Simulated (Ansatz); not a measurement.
`[SH][Zn][Cl]` and `[Cl][Zn][Br]` differ in one atom or group.

Ansatz, PBE0-D4/def2-TZVP geometries, multiplicity 1. Each molecule was computed in one conformer, which needn't be the lowest.

Scalar relativity is left out up to krypton.

| property | `[SH][Zn][Cl]` |
| --- | --- |
| HOMO–LUMO gap (ωB97M-V/def2-TZVPP) / eV | 10.35 |
| HOMO energy (PBE/def2-TZVPP) / eV | -6.53 |
| LUMO energy (B3LYP/def2-TZVPP) / eV | -1.60 |
| HOMO energy (B3LYP/def2-TZVPP) / eV | -7.48 |
| HOMO–LUMO gap (PBE0/def2-TZVPP) / eV | 6.45 |
| size of the dipole moment (B3LYP/def2-TZVPP) / D | 1.22 |

Question: Give the same properties after the change, and the shifts. (Estimate.)

Answer: Ansatz gave: 
| property | `[Cl][Zn][Br]` | shift |
| --- | --- | --- |
| HOMO–LUMO gap (ωB97M-V/def2-TZVPP) / eV | 11.04 | 0.69 |
| HOMO energy (PBE/def2-TZVPP) / eV | -7.46 | -0.93 |
| LUMO energy (B3LYP/def2-TZVPP) / eV | -2.04 | -0.44 |
| HOMO energy (B3LYP/def2-TZVPP) / eV | -8.47 | -0.99 |
| HOMO–LUMO gap (PBE0/def2-TZVPP) / eV | 7.03 | 0.58 |
| size of the dipole moment (B3LYP/def2-TZVPP) / D | 0.29 | -0.93 |

With PBE0 the HOMO falls by 1.00 eV and the LUMO falls by 0.42 eV, so the gap widens by about 0.58 eV. PBE moves the HOMO by -0.93 eV and ωB97M-V by -1.03 eV. The zero-point energy changes by -20.7 kJ/mol with -2 modes. Dipoles are sizes alone; their direction can turn.

B3LYP here is the variant with VWN-RPA as its local correlation; programs differ in this.

Spin–orbit coupling is left out; it splits and shifts lone-pair levels of the heavy atoms by tenths of an eV.
